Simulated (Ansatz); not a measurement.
`[SiH3][Ge]([Cl])([Cl])[Cl]` + ethylmethylamine → `CC[N](C)[Ge]([Cl])([Cl])[Cl]` + SiH₄ at 400 K and 1 bar (cleavage of the Ge–Si bond).

Calculated with Ansatz (gas phase, PBE0-D4/def2-TZVP geometries, no zero-point term in ΔE). CCSD(T)/CBS adds triple-zeta CCSD(T) − MP2 to the extrapolated MP2 energy (def2 sets, frozen cores). This one scheme is used for every species. For Ge outer-core shells are correlated without core-valence functions, which leaves a few kJ/mol of doubt a bond. Scalar relativity is left out up to krypton. Each species was taken in one conformer, which may not be the lowest.

```csv
species,CCSD(T)/CBS energy (Eh),H − E (kJ/mol),S (J/(mol·K))
`[SiH3][Ge]([Cl])([Cl])[Cl]`,-3746.46107,115.7,432.0
`CCNC`,-174.26710,345.0,331.8
`CC[N](C)[Ge]([Cl])([Cl])[Cl]`,-3629.26530,355.2,524.0
SiH₄,-291.46306,96.9,218.6
```

H − E and S are ideal-gas, rigid-rotor, harmonic terms from PBE0-D4/def2-TZVP, for one conformer and one mirror image of each species. 1 Eh = 2625.50 kJ/mol, R = 8.31446 J/(mol·K).

**Question.** By hand: ΔE, ΔH, ΔS and ΔG.

**Answer.** ΔE = (-3629.26530) + (-291.46306) − (-3746.46107) − (-174.26710) = -0.00019 Eh = -0.5 kJ/mol. Δ(H − E) = 355.2 + 96.9 − 115.7 − 345.0 = -8.6, so ΔH = -9.1 kJ/mol. ΔS = 524.0 + 218.6 − 432.0 − 331.8 = -21.2 J/(mol·K). ΔG = -9.1 − 400 × (-21.2)/1000 = -0.6 kJ/mol.

**Question.** By hand: the equilibrium constant, and the temperature at which ΔG would vanish if ΔH and ΔS stayed fixed.

**Answer.** log₁₀ K = −ΔG/(RT ln 10) = 0.1. ΔG = 0 at ΔH/ΔS = 429 K, though so small a ΔH makes that figure unsure.

TΔS isn't small against ΔH here. The sign of ΔG lies within the doubt. A doubt of 5 kJ/mol in ΔE shifts log₁₀ K by 0.7 here. Other conformers and mirror images would add mixing entropy, several J/(mol·K) or more a flexible species. Modes under 60 cm⁻¹, often nearly free rotors, make the harmonic entropy too high. These are equilibria of isolated gas molecules and say nothing of rates. Largest T1 diagnostic: 0.011 (customary marks: 0.02 for closed shells, 0.045 for open ones).
